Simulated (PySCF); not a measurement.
r2SCAN on Kr²⁺ (krypton, charge +2)

Configuration: [Ar] 3d10 4s2 4p4, high-spin 3P determinant. Computed with PySCF 2.14 in aug-cc-pVDZ-DK, with scalar relativity by spin-free X2C-1e.

- Total energy: -2788.467 hartree
- One-electron energy: -3842.905 hartree
- Hartree (Coulomb) energy: 1151.029 hartree
- Exchange-correlation energy: -96.591 hartree
- ⟨S²⟩: 2.0027
- ⟨L²⟩: 2.009
- Sum of ⟨r⟩: 21.21 bohr
- Sum of ⟨r²⟩: 25.76 bohr²
- Traceless quadrupole moment −½Σ⟨3z² − r²⟩ along its main axis: -1.43 e·bohr²
- Langevin diamagnetic susceptibility: -20.4 ×10⁻⁶ cm³/mol

| shell | electrons | mean orbital energy (eV) | spread (eV) | rms radius, mean of both spins (bohr) |
| --- | --- | --- | --- | --- |
| 1s α | 1 | -14202.8 | 0 | 0.0478 |
| 1s β | 1 | -14202.6 | 0 | 0.0478 |
| 2s α | 1 | -1903.6 | 0 | 0.199 |
| 2s β | 1 | -1903.6 | 0 | 0.199 |
| 2p α | 3 | -1684.5 | 0.297 | 0.177 |
| 2p β | 3 | -1684.3 | 0.112 | 0.177 |
| 3s α | 1 | -296.03 | 0 | 0.567 |
| 3s β | 1 | -295.80 | 0 | 0.567 |
| 3p α | 3 | -225.33 | 0.854 | 0.583 |
| 3p β | 3 | -225.05 | 0.640 | 0.583 |
| 3d α | 5 | -108.59 | 0.845 | 0.615 |
| 3d β | 5 | -108.21 | 0.572 | 0.615 |
| 4s α | 1 | -48.241 | 0 | 1.61 |
| 4s β | 1 | -45.012 | 0 | 1.61 |
| 4p α | 3 | -32.458 | 1.838 | 1.86 |
| 4p β | 1 | -30.203 | 0 | 1.86 |

Densities and radii are taken from the X2C orbitals without a picture-change correction, which distorts them close to the nucleus.
